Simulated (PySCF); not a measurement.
## How the functional moves excitation energies

Species: C₃H₉BO.
SMILES: `BOCCC`

Linear-response calculations in the def2-SVPD basis (PySCF; singlets by full response, triplets Tamm–Dancoff, core orbitals frozen in the response; HF means time-dependent Hartree–Fock). 'Strongest' is the level of largest summed f among the singlets computed (10 roots, of which the last may lack a degenerate partner); it can jump between rows when another state enters that window. S1 is the lowest singlet of each run and needn't be the same state throughout; f(S1) is that of one state. One conformer (not necessarily the lowest) at the PBE0-D3(BJ)/def2-SVP geometry, without solvent, vibrations or thermal averaging.

```json
{"functional": "LDA", "kind": "LDA", "S1 (eV)": "5.68", "f(S1)": "0.001", "strongest (eV)": "6.70", "T1 (eV)": "5.22", "HOMO (eV)": "-7.07", "gap (eV)": "5.46", "ionisation energy, ΔSCF (eV)": "10.52"}
{"functional": "PBE", "kind": "GGA", "S1 (eV)": "5.85", "f(S1)": "0.001", "strongest (eV)": "6.83", "T1 (eV)": "5.30", "HOMO (eV)": "-7.03", "gap (eV)": "5.67", "ionisation energy, ΔSCF (eV)": "10.44"}
{"functional": "B3LYP", "kind": "global hybrid, 20% exact exchange", "S1 (eV)": "6.21", "f(S1)": "0.000", "strongest (eV)": "7.59", "T1 (eV)": "5.67", "HOMO (eV)": "-8.31", "gap (eV)": "7.70", "ionisation energy, ΔSCF (eV)": "11.47"}
{"functional": "PBE0", "kind": "global hybrid, 25% exact exchange", "S1 (eV)": "6.26", "f(S1)": "0.000", "strongest (eV)": "7.75", "T1 (eV)": "5.63", "HOMO (eV)": "-8.51", "gap (eV)": "8.15", "ionisation energy, ΔSCF (eV)": "10.77"}
{"functional": "BHandHLYP", "kind": "global hybrid, 50% exact exchange", "S1 (eV)": "6.63", "f(S1)": "0.000", "strongest (eV)": "8.45", "T1 (eV)": "6.01", "HOMO (eV)": "-9.96", "gap (eV)": "10.55", "ionisation energy, ΔSCF (eV)": "11.11"}
{"functional": "CAM-B3LYP", "kind": "range-separated hybrid", "S1 (eV)": "6.30", "f(S1)": "0.000", "strongest (eV)": "8.14", "T1 (eV)": "5.73", "HOMO (eV)": "-9.98", "gap (eV)": "10.66", "ionisation energy, ΔSCF (eV)": "11.05"}
{"functional": "wB97X-D", "kind": "range-separated hybrid", "S1 (eV)": "6.41", "f(S1)": "0.000", "strongest (eV)": "8.21", "T1 (eV)": "5.92", "HOMO (eV)": "-10.45", "gap (eV)": "12.00", "ionisation energy, ΔSCF (eV)": "10.98"}
{"functional": "LC-wPBE", "kind": "range-separated hybrid", "S1 (eV)": "6.42", "f(S1)": "0.000", "strongest (eV)": "8.62", "T1 (eV)": "5.73", "HOMO (eV)": "-11.32", "gap (eV)": "13.24", "ionisation energy, ΔSCF (eV)": "11.23"}
{"functional": "HF", "kind": "Hartree–Fock", "S1 (eV)": "7.26", "f(S1)": "0.000", "strongest (eV)": "11.19", "T1 (eV)": "6.39", "HOMO (eV)": "-12.21", "gap (eV)": "14.47", "ionisation energy, ΔSCF (eV)": "not settled"}
```

S1 runs from 5.68 eV (LDA) to 7.26 eV (HF), a spread of 1.58 eV, while the orbital gap spreads over 9.0 eV. Along PBE (0%), B3LYP (20%), PBE0 (25%), BHandHLYP (50%), HF (100%) S1 rises with the share of exact exchange. −ε(HOMO) comes closest to its own ΔSCF ionisation energy with LC-wPBE (+0.10 eV) and misses most with LDA (-3.45 eV). 'Not settled' means that the ion's SCF failed to converge or may have ended in another state than the lowest.
